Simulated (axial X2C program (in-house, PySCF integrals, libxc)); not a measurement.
# A run on SRuS⁺ without results

A two-component calculation with an in-house all-electron X2C program for linear molecules (integrals from PySCF).

Input and command:
```json
{"zs": [16, 44, 16], "q": 1, "bas": ["dyall-av3z", "dyall-v3z", "dyall-av3z"], "r0": [2.08, 2.08], "symm": 1, "scan": ["PBE0", "HF", "LDA"], "levels": ["PBE0", "HF", "TPSSh"], "nst": 2}
```
```bash
python solin.py task.json out
```

Keys: zs atomic numbers; q charge; bas basis sets; r0 starting distance in Å; symm equal bonds; scan levels of the two-bond scan; levels methods; nst determinants followed.

Outcome:

The PBE0 geometry search stopped without converging.
